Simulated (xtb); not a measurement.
CH₈ClNSi₃, SMILES N[Si@@]1(Cl)C[SiH2][SiH2]1. All values are semi-empirical tight-binding results from xtb (GFN2-xTB unless named), good for trends rather than for accurate numbers. Geometry optimised at GFN2-xTB. The structure was generated by enumeration; whether it is a known compound was not checked. Other conformers were not sampled.

Computed properties:
```json
{
 "orbital_gap": "3.72 eV",
 "dipole_moment": "1.80 D",
 "zero_point_energy": "54.0 kcal/mol",
 "G − E(el) at 298.15 K (modified RRHO)": "31.5 kcal/mol",
 "static polarisability (D4 model)": "113.6 bohr³",
 "solvation energy, GFN2-xTB/ALPB(water)": "-3.5 kcal/mol",
 "solvation energy, GFN2-xTB/ALPB(dmf)": "-7.5 kcal/mol"
}
```
